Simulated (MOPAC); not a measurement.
Job for MOPAC: PM6 on C2H8OTe (a complex), monomers drawn apart or pushed together.

```
PM6 1SCF PRECISE CHARGE=0 THREADS=1
C2H8OTe

C      0.22529050 1    -1.31212054 1     0.07419019 1
Te     0.16601861 1     0.84194480 1     0.09775563 1
C      0.17101836 1     1.03980969 1    -2.05468361 1
H      1.13179005 1    -1.64569210 1    -0.42379263 1
H      0.22860427 1    -1.61950785 1     1.11655451 1
H     -0.65659520 1    -1.69481641 1    -0.43258099 1
H      1.07943997 1     0.60091944 1    -2.45896897 1
H      0.14297253 1     2.10269378 1    -2.28492568 1
H     -0.70800100 1     0.55187579 1    -2.46765398 1
O      0.17391971 1    -0.29687307 1     4.60944139 1
H     -0.60770685 1     0.26664428 1     4.61137113 1
H      0.92308167 1     0.30904673 1     4.62004515 1
```

The log:

```
*******************************************************************************
 **                                                                           **
 **                              MOPAC v23.2.5                                **
 **                                                                           **
 *******************************************************************************
 ** MOPAC's Digital Object Identifier: https://doi.org/10.5281/zenodo.6511958 **
 **                                                                           **
 ** Please cite the open-source release paper for use of this MOPAC version:  **
 ** J. E. Moussa and J. J. P. Stewart (2026)                                  **
 ** MOPAC: An open-source semiempirical molecular orbital program             **
 ** J. Open Source Softw., 11(119), 8025, https://doi.org/10.21105/joss.08025 **
 *******************************************************************************

                              PM6 CALCULATION RESULTS

 *******************************************************************************
 *  PM6        - The PM6 Hamiltonian to be used
 *
 *
 *
 *                 CHARGE ON SYSTEM = 0
 *
 *
 *
 *  PRECISE    - TIGHTER CRITERIA TO BE USED
 *  1SCF       - DO 1 SCF AND THEN STOP
 *  THREADS=1  - MULTI-THREADING NOT USED
 *  T=         - A TIME OF 172800.0 SECONDS REQUESTED
 *  DUMP=N     - RESTART FILE WRITTEN EVERY 7200.0 SECONDS REQUESTED
 *******************************************************************************
PM6 1SCF PRECISE CHARGE=0 THREADS=1
 C2H8OTe

   ATOM   CHEMICAL          X               Y               Z
  NUMBER   SYMBOL      (ANGSTROMS)     (ANGSTROMS)     (ANGSTROMS)

     1       C          0.22529050  *  -1.31212054  *   0.07419019  *
     2      Te          0.16601861  *   0.84194480  *   0.09775563  *
     3       C          0.17101836  *   1.03980969  *  -2.05468361  *
     4       H          1.13179005  *  -1.64569210  *  -0.42379263  *
     5       H          0.22860427  *  -1.61950785  *   1.11655451  *
     6       H         -0.65659520  *  -1.69481641  *  -0.43258099  *
     7       H          1.07943997  *   0.60091944  *  -2.45896897  *
     8       H          0.14297253  *   2.10269378  *  -2.28492568  *
     9       H         -0.70800100  *   0.55187579  *  -2.46765398  *
    10       O          0.17391971  *  -0.29687307  *   4.60944139  *
    11       H         -0.60770685  *   0.26664428  *   4.61137113  *
    12       H          0.92308167  *   0.30904673  *   4.62004515  *



          CARTESIAN COORDINATES

    NO.       ATOM           X           Y           Z

     1         C          0.2253     -1.3121      0.0742
     2        Te          0.1660      0.8419      0.0978
     3         C          0.1710      1.0398     -2.0547
     4         H          1.1318     -1.6457     -0.4238
     5         H          0.2286     -1.6195      1.1166
     6         H         -0.6566     -1.6948     -0.4326
     7         H          1.0794      0.6009     -2.4590
     8         H          0.1430      2.1027     -2.2849
     9         H         -0.7080      0.5519     -2.4677
    10         O          0.1739     -0.2969      4.6094
    11         H         -0.6077      0.2666      4.6114
    12         H          0.9231      0.3090      4.6200

 General Reference for PM6:
 "Optimization of Parameters for Semiempirical Methods V: Modification of NDDO Approximations
 and Application to 70 Elements", J. J. P. Stewart, J. Mol. Mod., 13, 1173-1213 (2007)
 URL: https://link.springer.com/article/10.1007/s00894-007-0233-4

           Empirical Formula: C2 H8 O Te  =    12 atoms



      MOLECULAR POINT GROUP   :   Cs


      RHF CALCULATION, NO. OF DOUBLY OCCUPIED LEVELS = 14


 -------------------------------------------------------------------------------
 PM6 1SCF PRECISE CHARGE=0 THREADS=1
 C2H8OTe



     1SCF WAS SPECIFIED, SO BFGS WAS NOT USED
     SCF FIELD WAS ACHIEVED


                              PM6 CALCULATION
                                                       MOPAC v23.2.5 Linux




          FINAL HEAT OF FORMATION =        -53.21494 KCAL/MOL =    -222.65132 KJ/MOL


          COSMO AREA              =        154.30 SQUARE ANGSTROMS
          COSMO VOLUME            =        137.15 CUBIC ANGSTROMS

          IONIZATION POTENTIAL    =          8.028338 EV
          HOMO LUMO ENERGIES (EV) =         -8.028  0.561
          NO. OF FILLED LEVELS    =         14
          MOLECULAR WEIGHT        =        175.6846         POINT GROUP:  Cs

          MOLECULAR DIMENSIONS (Angstroms)

            Atom       Atom       Distance
            O    10    H     8     7.30008
            H    12    H     6     3.88160
            H     4    H    11     3.00141


          SCF CALCULATIONS        =          1





   ATOM   CHEMICAL          X               Y               Z
  NUMBER   SYMBOL      (ANGSTROMS)     (ANGSTROMS)     (ANGSTROMS)

     1       C          0.22529050  *  -1.31212054  *   0.07419019  *
     2      Te          0.16601861  *   0.84194480  *   0.09775563  *
     3       C          0.17101836  *   1.03980969  *  -2.05468361  *
     4       H          1.13179005  *  -1.64569210  *  -0.42379263  *
     5       H          0.22860427  *  -1.61950785  *   1.11655451  *
     6       H         -0.65659520  *  -1.69481641  *  -0.43258099  *
     7       H          1.07943997  *   0.60091944  *  -2.45896897  *
     8       H          0.14297253  *   2.10269378  *  -2.28492568  *
     9       H         -0.70800100  *   0.55187579  *  -2.46765398  *
    10       O          0.17391971  *  -0.29687307  *   4.60944139  *
    11       H         -0.60770685  *   0.26664428  *   4.61137113  *
    12       H          0.92308167  *   0.30904673  *   4.62004515  *

                             CARTESIAN COORDINATES

   1    C        0.225290500    -1.312120540     0.074190190
   2   Te        0.166018610     0.841944800     0.097755630
   3    C        0.171018360     1.039809690    -2.054683610
   4    H        1.131790050    -1.645692100    -0.423792630
   5    H        0.228604270    -1.619507850     1.116554510
   6    H       -0.656595200    -1.694816410    -0.432580990
   7    H        1.079439970     0.600919440    -2.458968970
   8    H        0.142972530     2.102693780    -2.284925680
   9    H       -0.708001000     0.551875790    -2.467653980
  10    O        0.173919710    -0.296873070     4.609441390
  11    H       -0.607706850     0.266644280     4.611371130
  12    H        0.923081670     0.309046730     4.620045150


           Empirical Formula: C2 H8 O Te  =    12 atoms



      MOLECULAR POINT GROUP   :   Cs


                  EIGENVALUES
 -70.76313 -30.17256 -24.96031 -23.99316 -18.66522 -14.96083 -14.68454 -14.43891
 -14.22088 -14.18480 -11.82215 -11.26058 -10.19550  -8.02834   0.56088   1.37184
   4.00002   5.39985   5.51916   5.52376   5.59556   5.89021   6.50943   6.57019


              NET ATOMIC CHARGES AND DIPOLE CONTRIBUTIONS

  ATOM NO.   TYPE          CHARGE      No. of ELECS.   s-Pop       p-Pop
    1          C          -0.656199        4.6562     1.05578     3.60042
    2         Te           0.111543        5.8885     1.94854     3.93992
    3          C          -0.657152        4.6572     1.05657     3.60058
    4          H           0.200185        0.7998     0.79982
    5          H           0.205060        0.7949     0.79494
    6          H           0.200183        0.7998     0.79982
    7          H           0.199537        0.8005     0.80046
    8          H           0.197266        0.8027     0.80273
    9          H           0.199535        0.8005     0.80047
   10          O          -0.616702        6.6167     1.77872     4.83799
   11          H           0.308374        0.6916     0.69163
   12          H           0.308372        0.6916     0.69163
 DIPOLE           X         Y         Z       TOTAL
 POINT-CHG.    -0.035     1.327    -0.287     1.358
 HYBRID         0.004    -0.055    -0.528     0.531
 SUM           -0.031     1.272    -0.815     1.511


          ATOMIC ORBITAL ELECTRON POPULATIONS

     Atom    s        px        py        pz
    1  C   1.05578   1.23174   1.14537   1.22331
    2 Te   1.94854   1.99870   0.95659   0.98463
    3  C   1.05657   1.23139   1.21989   1.14929
    4  H   0.79982
    5  H   0.79494
    6  H   0.79982
    7  H   0.80046
    8  H   0.80273
    9  H   0.80047
   10  O   1.77872   1.32763   1.51049   1.99986
   11  H   0.69163
   12  H   0.69163

 **********************
 *                    *
 * JOB ENDED NORMALLY *
 *                    *
 **********************




 == MOPAC DONE ==
```

The run finished.

Cost: around 0.020 core-seconds (rough).
